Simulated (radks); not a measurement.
Q: Radial electron density D(r) = 4 pi r^2 rho(r) of an atom or ion with 41 electrons. Calculated with a radial shooting solver on a logarithmic mesh with Libxc functionals: Dirac Kohn-Sham, PBE, spin-unpolarised, spherical densities, finite nucleus; Fermi nuclear charge, rms radius of each element as measured or else 0.836 A^(1/3) + 0.57 fm.

r (bohr),D(r) (e/bohr)
0.003481,6.759
0.004053,8.619
0.004718,10.91
0.005492,13.68
0.006343,16.80
0.007384,20.62
0.008597,24.96
0.01001,29.73
0.01156,34.50
0.01346,39.55
0.01566,44.25
0.01824,48.19
0.02106,50.81
0.02452,52.06
0.02854,51.63
0.03323,49.74
0.03868,47.07
0.04467,44.79
0.05201,43.87
0.06054,45.43
0.07048,49.68
0.0814,55.29
0.09476,60.86
0.1103,63.55
0.1284,61.56
0.1483,55.52
0.1727,47.18
0.201,40.68
0.234,39.01
0.2703,41.89
0.3146,46.39
0.3663,47.77
0.4264,43.23
0.4924,34.26
0.5733,23.51
0.6674,15.29
0.7769,11.27
0.9045,10.39
1.045,10.37
1.216,9.553
1.416,7.627
1.648,5.303
1.903,3.451
2.216,2.177
2.58,1.495
3.003,1.138
3.468,0.9068
4.037,0.6840
4.7,0.4715
5.472,0.2906
6.319,0.1644
7.357,0.07956
8.564,0.03335
9.97,0.01172
11.51,0.003563
13.4,0.0007928
15.61,0.0001327

What is the nuclear charge?

A: Z = 41. The innermost maximum, from 1s, lies near gamma/Z bohr with gamma = sqrt(1 - (Z/c)^2) = 0.954, here 0.0233 bohr (found: 0.0255), and its height grows with Z. The density is that of neutral niobium in [Kr] 4d2.75 5s1 5p1.25; the configuration itself is not fixed sharply by these data, and Z only to a few units. D(r) has 4 maxima, at r = 0.0255, 0.112, 0.355, 0.996 bohr, and minima at 0.0512, 0.227, 0.919 bohr, inside which lie 2.05, 11.07, 29.59 electrons.
